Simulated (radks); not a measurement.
Species: the thallium ion Tl16+. Configuration: [Kr] 4d10 4f14 5s2 5p2 6d1 (not the ground configuration).

Method: Dirac Kohn-Sham, PBE, spin-unpolarised, spherical densities, finite nucleus; open shells are shared between the two j in proportion to 2j + 1; Fermi nuclear charge, rms radius 5.4759 fm; computed with a radial shooting solver on a logarithmic mesh with Libxc functionals.

Energy parts (eV):
part                       energy
total                  -549357.99
kinetic                 636347.73
electron-nucleus      -1364773.76
Hartree                 189097.77
exchange-correlation    -10029.73

Orbitals (lengths in bohr, moments of r in powers of bohr; <r^-3> diverges for s and p1/2; r(90%) holds 90 % of the orbital's charge):
orbital      occ.  eigenvalue (eV)  r(90%)      <r^2>  <r^-3>      <r>  small-component weight
1s1/2           2        -85795.94  0.0299  0.0003691       -  0.01632                9.51e-02
2s1/2           2        -15558.34   0.107   0.005548       -  0.06807                2.19e-02
2p1/2           2        -14955.45  0.0934   0.003910       -  0.05588                2.20e-02
2p3/2           4        -12889.27   0.105   0.005093   22410  0.06467                1.94e-02
3s1/2           2        -3978.985   0.260    0.03595       -   0.1769                7.36e-03
3p1/2           2        -3705.871   0.252    0.03268       -   0.1673                7.31e-03
3p3/2           4        -3245.980   0.274    0.03903    5270   0.1833                6.56e-03
3d3/2           4        -2793.673   0.248    0.02981   924.2   0.1593                6.45e-03
3d5/2           6        -2695.331   0.254    0.03153   758.4   0.1642                6.25e-03
4s1/2           2        -1154.663   0.560     0.1722       -   0.3905                2.53e-03
4p1/2           2        -1036.498   0.568     0.1746       -   0.3917                2.44e-03
4p3/2           4        -923.8954   0.616     0.2054    1297   0.4253                2.16e-03
4d3/2           4        -730.3326   0.639     0.2128   206.7   0.4295                1.96e-03
4d5/2           6        -709.1342   0.654     0.2231   166.0   0.4401                1.89e-03
4f5/2           6        -458.2033   0.706     0.2383   36.89   0.4487                1.55e-03
4f7/2           8        -453.3598   0.714     0.2439   35.06   0.4542                1.52e-03
5s1/2           2        -448.1879    1.14     0.7340       -   0.8121                8.08e-04
5p1/2    0.666667        -403.9463    1.19     0.7978       -   0.8454                7.49e-04
5p3/2     1.33333        -376.3628    1.27     0.9086   325.1   0.9026                6.82e-04
6d3/2         0.4        -179.2299    2.42      3.398   19.56    1.744                2.82e-04
6d5/2         0.6        -177.2121    2.45      3.478   16.05    1.764                2.78e-04

The highest occupied level is 6d5/2 at -177.21 eV. The density falls to 0.001 e/bohr^3 at r = 2.82 bohr. Summed over all electrons, <r^2> = 14.38 bohr^2, which gives a Langevin (diamagnetic) susceptibility term of -11.4 x 10^-6 cm^3/mol.
